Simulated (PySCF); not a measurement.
# What a mistake does to a calculation on BCH7NSi

Calculated results; nothing here was measured. The program is PySCF 2.14.0, an open-source quantum chemistry code, run on an isolated molecule that a program drew, which may never have been made. The molecule is BCH7NSi (charge 0, doublet), drawn as the SMILES string `[BH]CN[SiH3]`.

Each row is a Hartree-Fock (HF) and frozen-core CCSD(T) single point in the cc-pV(D+d)Z basis, meant for a local HF minimum. Run 1 is clean. Each other run has one planted mistake out of seven kinds, and not every kind appears here: one electron removed, one electron added, multiplicity raised by two, geometry at a saddle point, minimal basis STO-3G, one bond length entered in bohr, all coordinates scaled. The reference is restricted for singlets and unrestricted otherwise, and also for a bond in bohr. Adding or removing an electron swaps singlet and doublet. Electrons count all cores. HOMO and LUMO are orbital energies over both spins, the gradient is its largest component, and the lowest frequency (negative if imaginary) is given only where the gradient is small. Bond lengths are over the 10 bonds as drawn. T1 is the CCSD diagnostic: over 0.02 (restricted) or 0.045 (unrestricted) a single reference is doubtful.

Geometry of the clean run:
```xyz
11
BCH7NSi, angstrom
B     0.1523   -0.0077   -1.9449
C     0.9948    1.1159   -1.2514
N     1.7228    0.7165   -0.0519
Si    2.4880    1.8181    1.0281
H     0.1925   -1.1903   -1.7512
H     1.6544    1.5147   -2.0445
H     0.3255    1.9504   -1.0116
H     2.0950   -0.2122   -0.1028
H     1.4899    2.7984    1.5166
H     3.6009    2.6005    0.4251
H     3.0336    1.0293    2.1557
```

```
run  electrons  basis functions  <S^2>  HOMO (eV)  LUMO (eV)  gradient (hartree/bohr)  lowest frequency (cm^-1)  mean bond (Å)  longest bond (Å)      T1  HF (hartree)  CCSD(T) (hartree)                 mistake
  1         39              100  0.753      -9.15       2.00                  2.6e-05                        68         1.3600             1.722  0.0115    -409.95005         -410.49372                no fault
  2         39               31  0.752      -7.10       6.93                  2.5e-02                         -         1.3600             1.722  0.0071    -405.10206         -405.31398    minimal basis STO-3G
  3         39              100  0.753      -9.31       1.80                  5.5e-02                         -         1.4634             1.853  0.0128    -409.90023         -410.45856  all coordinates scaled
  4         38              100  0.000     -15.02      -6.68                  6.7e-02                         -         1.3600             1.722  0.0341    -409.65769         -410.19827    one electron removed
  5         39              100  1.488      -9.20       1.90                  6.6e-02                         -         1.4899             2.757  0.0604    -409.85698         -410.38854                       ?
  6         40              100  0.000       0.60       7.79                  4.7e-02                         -         1.3600             1.722  0.0156    -409.88066         -410.46579                       ?
```

**Which mistake was planted in run 5, and what did it cost?**

The mean bond changes by a factor of 1.096 and the longest by 1.601, so the molecule wasn't scaled as a whole. A length L in bohr read as angstrom grows by (1/0.5292 - 1) L = 0.890 L. The 10 bonds together grew by 10 x 0.1299 = 1.299 Å, which gives L = 1.460 Å. That is bond C2-N3, 1.459 Å in the clean geometry. So the mistake is: one bond length entered in bohr. Subtracting run 1 and multiplying by 627.51 kcal/mol a hartree, the energy moved by 58.4 kcal/mol in HF and 66.0 kcal/mol in CCSD(T).

**Which mistake was planted in run 6, and what did it cost?**

It counts 40 electrons, one more than the clean run, at the same geometry and basis. So the mistake is: one electron added. Subtracting run 1 and multiplying by 627.51 kcal/mol a hartree, the energy moved by 43.5 kcal/mol in HF and 17.5 kcal/mol in CCSD(T).

Cautions from the logs. Run 4: T1 is over the limit, so its CCSD(T) energy is less reliable; run 5: T1 is over the limit, so its CCSD(T) energy is less reliable; run 6: the HOMO is above zero, so the electron isn't bound and the energy depends on the basis.
